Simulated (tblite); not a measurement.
Run record: tight-binding relaxation, `FB(Cl)C1CCC1`.

Computed with GFN2-xTB geometry optimisation, gas phase (tblite 0.8.0). Start geometry: from a force field or distance geometry. The input is one job of a driver script: a line of settings, then coordinates in Å.

Command:
```bash
OMP_NUM_THREADS=1 python probes_run.py task.json out
```

Input:
```
{"job": {"kind": "relax", "xc": "GFN2-xTB", "basis": "xTB"}, "charge": 0, "multiplicity": 1}
F      2.604600     1.433600     0.553700
B      1.566200     0.954500    -0.369300
Cl     2.141700    -0.323800    -1.586500
C      0.143100     0.757700     0.308100
C     -0.997000     0.491900    -0.605700
C     -0.889000    -0.975800    -0.238900
C      0.036000    -0.648500     0.902800
H     -0.094700     1.477300     1.119600
H     -0.826800     0.693100    -1.687500
H     -1.989600     0.919900    -0.326600
H     -0.445000    -1.533600    -1.076200
H     -1.847600    -1.374100     0.171400
H      1.012400    -1.182000     0.899600
H     -0.415000    -0.690900     1.913400
```

Question: Give the output.

Answer: 
```
step      E/eV     max force
  0    -616.97775    3.553
  1    -617.48985    2.264
  2    -617.69641    2.235
  3    -617.80439    1.096
  4    -617.89433    0.517
  5    -617.90871    0.439
  6    -617.93423    0.392
  7    -617.94244    0.367
  8    -617.95392    0.329
  9    -617.96154    0.235
... (24 lines left out)
 34    -618.02860    0.037
 35    -618.02874    0.037
 36    -618.02887    0.028
 37    -618.02896    0.022
 38    -618.02903    0.020
 39    -618.02907    0.019
 40    -618.02911    0.012
 41    -618.02913    0.011
 42    -618.02914    0.011
 43    -618.02915    0.010
```

«max force» is the largest atomic force in eV/Å.

Question: From which step on does the largest force stay under 0.1 eV/Å, and how much energy is left to gain from there?

Answer: From step 22 (0.092 eV/Å), 4.2 meV above the end.

Main results: energy lowered by 24.2 kcal/mol over 43 steps; largest atomic force 0.010 eV/Å at the end.

Question: Give the final coordinates.

Answer: 0.198 Å rms from the input after alignment:
```
atom  x, y, z in Å
F1     2.5924    1.5878    0.3325
B2     1.6625    0.8659   -0.2779
Cl3    2.1376    0.1021   -1.7354
C4     0.2268    0.7075    0.3620
C5    -0.9484    0.4518   -0.6141
C6    -0.9631   -1.0287   -0.2142
C7    -0.0287   -0.7110    0.9584
H8     0.0380    1.5067    1.0811
H9    -0.7419    0.6562   -1.6621
H10   -1.8507    0.9820   -0.3190
H11   -0.4950   -1.6663   -0.9601
H12   -1.9331   -1.4431    0.0500
H13    0.8455   -1.3501    1.0616
H14   -0.5426   -0.6613    1.9151
```

On Arm Neoverse V2, one thread (shared host), this took 0.19 s.
Labels such as C1 count atoms from 1, the log's own numbers from 0.
